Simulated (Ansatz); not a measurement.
Relaxation of CH₈N₂Si (12 atoms, charge 0, multiplicity 1), to a largest force component of 0.03 eV/Å in at most 50 steps.

These are results of RKS PBE-D4/def2-mTZVP (Ansatz), not measurements.

```xyz
12
Properties=species:S:1:pos:R:3:forces:R:3
Si -0.040 -0.198 0.307 -0.41 0.79 -0.39
H 0.675 -1.341 0.842 -0.07 -0.88 1.31
C 1.080 -0.166 -1.200 -0.30 0.43 -0.14
H 1.597 -1.061 -0.861 0.78 -0.28 -0.80
N -0.021 1.023 1.537 0.00 -0.04 0.00
N -1.696 -0.330 -0.189 -0.02 -0.02 0.02
H 1.791 0.670 -1.253 -0.01 0.00 0.00
H 0.628 -0.321 -2.189 0.02 -0.01 0.01
H -0.397 1.952 1.357 0.00 -0.02 -0.01
H 0.729 1.050 2.224 0.01 0.01 0.00
H -2.417 -0.519 0.506 0.00 0.02 -0.01
H -1.928 -0.759 -1.082 0.00 0.00 0.00
```

Task: Where does it end, and by what steps?

Result: The run converged. The force dipped under the threshold on the way, but the program's further checks kept it going. After 22 steps the energy has fallen by 0.491 eV; H8 moved furthest, 1.02 Å.

```tsv
step	energy less start (eV)	largest force component (eV/Å)	accepted
0	0.0000	1.309	yes
1	-0.2981	0.481	yes
2	-0.4105	0.569	yes
3	-0.4205	0.376	yes
4	-0.4357	0.139	yes
5	-0.4366	0.031	yes
6	-0.4368	0.038	yes
7	-0.4370	0.012	yes
8	-0.4377	0.061	yes
9	-0.4226	0.597	no
10	-0.4403	0.093	yes
11	-0.4455	0.169	yes
12	-0.4445	0.482	no
13	-0.4512	0.096	yes
14	-0.4580	0.093	yes
15	-0.4659	0.206	yes
16	-0.4641	0.545	no
17	-0.4743	0.089	yes
18	-0.4811	0.048	yes
19	-0.4854	0.199	yes
20	-0.4891	0.109	yes
21	-0.4908	0.012	yes
22	-0.4913	0.019	yes
```

```xyz
12
Properties=species:S:1:pos:R:3
Si 0.007 -0.265 0.386
H 0.593 -1.320 1.291
C 1.083 -0.157 -1.159
H 1.091 -1.104 -1.723
N -0.079 1.127 1.420
N -1.615 -0.521 -0.189
H 2.126 0.070 -0.889
H 0.731 0.636 -1.837
H -0.396 2.024 1.057
H 0.603 1.250 2.166
H -2.367 -0.642 0.488
H -1.776 -1.097 -1.013
```

Whether the end is a true minimum wasn't checked by a vibrational analysis.

Run time: 29 s on 2 threads of AMD EPYC 9R14 (Zen 4), on a shared host, peak memory 0.16 GiB.
